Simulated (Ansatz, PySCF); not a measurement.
Process, species as SMILES: [SiH3][PH-] → [SiH2-]P
Each molecule is optimised on its own at B3LYP-D3(BJ)/def2-TZVP (Ansatz, a first-principles code), one conformer each, not searched for the lowest.

Wanted: isomerisation energy (electronic energy difference), in kJ/mol. Valence correlation only, unless marked. No spin-orbit coupling. Non-relativistic. Anions need diffuse functions: aug- sets have them; def2-D sets add few; the other sets have none. Basis-set limits of correlation are two-point, X^-3; Hartree-Fock from the larger set. The bracket is a focal-point correction in the basis named.

```csv
level,program,isomerisation energy (kJ/mol),minus last row
HF/def2-SVPD,Ansatz,53.9,-1.9
SVWN5/def2-TZVPD,Ansatz,41.4,-14.4
PBE0-D4/def2-TZVPD,Ansatz + dftd4,47.9,-7.9
PW6B95-D3(BJ)/def2-TZVPD,PySCF + dftd3,48.9,-6.9
LC-wPBE/def2-TZVPD,Ansatz,58.0,2.2
MP2/def2-QZVPP,Ansatz,63.3,7.5
"RI-MP2/CBS(aug-cc-pV(T+d)Z,aug-cc-pV(Q+d)Z)",Ansatz,66.1,10.3
CCSD/STO-3G,Ansatz,-37.4,-93.2
"RI-MP2/CBS(def2-TZVPPD,def2-QZVPPD)+[CCSD(T)-MP2]/def2-TZVPPD",Ansatz,55.3,-0.5
"RI-MP2/CBS(aug-cc-pV(T+d)Z,aug-cc-pV(Q+d)Z)+[CCSD(T)-MP2]/aug-cc-pV(T+d)Z",Ansatz,55.8,0.0
```
